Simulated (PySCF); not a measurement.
Compound: BrClH8Si4.
Bonds: Si1–Si2, Si2–Si3, Si2–Cl4, Si2–Si5, Si5–Br6. Hydrogens: H7, H8, H9 on Si1; H10, H11, H12 on Si3; H13, H14 on Si5.

A GFN2-xTB structure was refined with PBE0-D3(BJ)/def2-SVP geometry optimisation, gas phase in PySCF. Its GFN2-xTB values:

```csv
coordinate,GFN2-xTB
Si1–Si2,2.355 Å
Si1–H7,1.464 Å
Si2–Cl4,2.101 Å
Si2–Si5,2.338 Å
Si3–H10,1.462 Å
Si5–Br6,2.242 Å
Si5–H13,1.463 Å
Si1–Si2–Si3,117.1°
Si1–Si2–Cl4,106.4°
Si1–Si2–Si5,111.2°
Si2–Si5–Br6,104.9°
Si3–Si2–Cl4,106.5°
Cl4–Si2–Si5,101.8°
Si1–Si2–Si5–Br6,-69°
```

Problem. How do these coordinates change at the PBE0-D3(BJ)/def2-SVP level?

Solution. 
```
     coordinate  PBE0-D3(BJ)/def2-SVP (Å or °)  change
        Si3–H10                          1.494  +0.032
         Si1–H7                          1.494  +0.030
        Si5–H13                          1.491  +0.028
        Si1–Si2                          2.344  -0.011
        Si2–Cl4                          2.098  -0.003
        Si2–Si5                          2.337  -0.001
        Si5–Br6                          2.242   0.000
    Cl4–Si2–Si5                          107.5    +5.7
    Si1–Si2–Si3                          112.5    -4.6
    Si1–Si2–Cl4                          108.6    +2.2
    Si3–Si2–Cl4                          108.3    +1.8
    Si1–Si2–Si5                          109.9    -1.3
    Si2–Si5–Br6                          103.9    -1.0
Si1–Si2–Si5–Br6                            -61      +8
```

The energy falls by 0.228 eV over 10 energy and gradient evaluations, the largest force component goes from 0.0177 to 4.4e-04 Eh/bohr, and the atoms move by 0.133 Å rms after alignment. Among the bonds, Si1–H9 and Si3–H10 change most and about equally (+0.031 to +0.032 Å). Bonds longer at the end by more than 0.005 Å: 8 of 13; shorter: 2. Among the dihedrals that turn most is Si1–Si2–Si5–H13, from 44° to 57°. Rotational constants go from 1015, 440.8, 427.6 to 1047, 444.8, 437.3 MHz.

The run used 162 basis functions and 56 SCF cycles in all. Time: 4.1 min. Hardware: x86-64 server, one thread (shared host).

No frequency check. The numbers are those of one conformer.
